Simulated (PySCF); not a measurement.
C2H4N2OSi, SMILES N#C/N=C/O[SiH3].

Geometry optimised at PBE-D3(BJ)/def2-SVP. The structure was generated by enumeration; whether it is a known compound was not checked. The values are those of a single conformer.

Level of theory: PySCF with PBE-D3(BJ)/def2-SVP.

Frequencies are harmonic and unscaled.

```csv
mode,ν (cm⁻¹),IR (km/mol),moving atoms (share of kinetic energy)
1,97,7.7,"N 36 %, Si 35 %, C 13 %, H 9 %"
2,131,0.1,"N 70 %, H 25 %"
3,207,7.6,"N 58 %, C 18 %, Si 15 %"
4,209,0.1,"H 75 %, N 19 %"
5,278,18.4,"H 35 %, O 32 %, C 28 %"
6,536,2.8,"C 70 %, N 27 %"
7,542,2.6,"C 69 %, N 21 %"
8,577,4.0,"H 37 %, O 24 %, C 22 %, N 14 %"
9,670,44.3,"H 80 %, O 10 %, Si 9 %"
10,672,74.3,"O 50 %, Si 33 %"
11,722,71.2,"H 51 %, O 24 %, C 12 %"
12,896,103.5,H 96 %
13,900,221.6,H 92 %
14,917,58.3,H 96 %
15,957,3.2,"H 62 %, C 32 %"
16,1080,42.0,"N 68 %, C 26 %"
17,1289,180.5,"H 57 %, O 29 %, C 14 %"
18,1344,100.7,"H 33 %, C 30 %, N 22 %, O 15 %"
19,1664,415.8,"C 53 %, N 42 %"
20,2205,32.6,H 99 %
21,2227,77.3,H 95 %
22,2228,100.1,H 96 %
23,2261,110.0,"C 64 %, N 35 %"
24,3048,15.2,"H 91 %, C 9 %"
```
